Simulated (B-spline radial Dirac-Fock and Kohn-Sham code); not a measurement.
**Subshell cross sections of Zr²⁺, photon energy 95.9 eV**

System: Zr²⁺, configuration [Kr] 4d2.

The run's input, task.json:

```json
{"items": [{
  "Z": 40,
  "q": 2,
  "cfg": [[1, 0, 2], [2, 0, 2], [2, 1, 6], [3, 0, 2], [3, 1, 6], [3, 2, 10], [4, 0, 2], [4, 1, 6], [4, 2, 2]],
  "A": 90,
  "rrms": 4.2694,
  "do": ["binding", "quiet", "photo"],
  "hv": [27.2, 27.9, 28.0, 43.2, 71.9, 84.2, 95.9, 105.0, 164.0, 321.0, 352.0, 920.0, 1230.0, 1580.0, 1830.0, 7310.0, 12600.0, 15000.0, 16100.0, 27800.0, 66800.0, 82800.0, 84200.0, 146000.0]
}]}
```

Command: `python xray_run.py task.json out`

Calculated with an atomic code on a B-spline grid, using the independent-particle Dirac-Slater model, thresholds from Dirac-Fock. The asymmetry parameter β is from the dipole term alone. Kinetic energies are from the vacuum level. Open shells are spread statistically over j, without multiplet splitting.

The last column is dσ/dΩ = σ/(4π) · [1 + β P₂(cos θ)] at θ = 90° from the polarisation vector of linearly polarised light.

```tsv
subshell	electrons	binding (eV)	kinetic (eV)	σ (kb)	β	dσ/dΩ (kb/sr)
4s	2	80.50	15.40	234	1.98	≈ 0
4p1/2	2	54.70	41.20	134	-0.18	11.6
4p3/2	4	52.91	42.99	298	-0.24	26.5
4d3/2	0.8	21.60	74.30	22.8	-0.76	2.50
4d5/2	1.2	21.48	74.42	35.9	-0.70	3.86
```

Branching ratios of the spin-orbit partners (statistical value in brackets): 4p 2.23 (2.00), 4d 1.58 (1.50).

At such low photon energies correlation between channels can change these cross sections by tens of per cent.

Run: 3.9 s of CPU time on 1 thread of Neoverse-V1 (shared host), peak memory 0.36 GiB.
